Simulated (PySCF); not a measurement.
**Excitation energy of Sn by level of theory**

Sn [Kr] 4d10 5s2 5p2 (3P) → Sn [Kr] 4d10 5s1 5p3, s spin flipped, as a difference of total energies. Computed with PySCF 2.14 in x2c-TZVPPall (8s6p4d2f, 60 functions), with the spin-free X2C one-electron Hamiltonian (Gaussian nucleus). Correlated levels: valence: [Kr] 4d10 frozen; valence and next inner shell: [Ar] 3d10 frozen. The calculations carry no spin-orbit coupling.

| method | excitation energy (eV) |
| --- | --- |
| UHF | 8.574 |
| LDA | 6.961 |
| PBE | 6.900 |
| PBE0 | 7.357 |
| r2SCAN | 7.223 |
| wB97X-V | 7.932 |
| M06 | 7.082 |
| MN15 | 7.290 |
| PBEsol | 6.915 |
| MP2 (valence) | 7.601 |
| SCS-MP2 (valence) | 7.534 |
| MP2 (valence and next inner shell) | 7.378 |
| SCS-MP2 (valence and next inner shell) | 7.337 |

Problem. How much does correlation contribute at MP2 (valence and next inner shell)?

Solution. 7.378 − (8.574) = -1.196 eV, measured against UHF.

The upper determinant mixes two multiplicities, so it lies between the two terms.
